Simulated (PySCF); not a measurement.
AlF₃, SMILES [F][Al-]([F])[F], charge -1, multiplicity 2.

Coordinates come from a PBE-D3(BJ)/def2-SVPD optimisation.

Two levels are set side by side: PBE/def2-TZVPD (PySCF) and B3LYP/def2-TZVPD (PySCF). Same geometry, gas phase. Differences are taken from unrounded values.

```
quantity                     B3LYP
---------------------------  -----
α-spin orbital gap (eV)       4.26
β-spin orbital gap (eV)       7.61
mean polarisability (bohr³)   56.5
```

Question: What does PBE give, and how far is it from B3LYP? (The exact figures need the calculation; the answer reports its results.)

Answer: 
| quantity | PBE | PBE minus B3LYP |
|---|---|---|
| α-spin orbital gap (eV) | 3.18 | -1.08 |
| β-spin orbital gap (eV) | 5.56 | -2.05 |
| mean polarisability (bohr³) | 62.0 | 5.5 |

Loosely held outer electrons make PBE densities more polarisable. Differences between two approximate levels are no errors against the true value.

Rough cost on one machine, each run with all the roots and properties that it gave: B3LYP against PBE within a factor of 2.
